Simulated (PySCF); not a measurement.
A calculated (PBE, PySCF 2.14, aug-cc-pVTZ-DK3, the spin-free X2C one-electron Hamiltonian (Gaussian nucleus)) atom or ion has these occupied shells.

```
shell  electrons  orbital energy (eV)  rms radius, mean of both spins (bohr)
 1s α          1             -87749.9                                 0.0181
 1s β          1             -87749.9                                 0.0181
 2s α          1             -15717.7                                 0.0730
 2s β          1             -15717.7                                 0.0730
 2p α          3             -13561.8                                 0.0673
 2p β          3             -13561.7                                 0.0673
 3s α          1              -3795.3                                  0.186
 3s β          1              -3795.3                                  0.186
 3p α          3              -3173.1                                  0.189
 3p β          3              -3173.1                                  0.189
 3d α          5              -2505.5                                  0.173
 3d β          5              -2505.4                                  0.173
 4s α          1              -880.76                                  0.409
 4s β          1              -880.73                                  0.409
 4p α          3              -675.44                                  0.436
 4p β          3              -675.41                                  0.436
 4d α          5              -428.86                                  0.463
 4d β          5              -428.82                                  0.463
 5s α          1              -171.93                                  0.907
 5s β          1              -171.86                                  0.907
 4f α          7              -160.64                                  0.494
 4f β          7              -160.59                                  0.494
 5p α          3              -114.80                                   1.04
 5p β          3              -114.68                                   1.04
 5d α          5              -49.496                                   1.37
 5d β          5              -49.115                                   1.37
 6s α          1              -37.861                                   2.22
```

(1) Name the element and its charge.

Answers

(1) Pb(3+) (lead, charge +3), in [Xe] 4f14 5d10 6s1, 2S determinant.
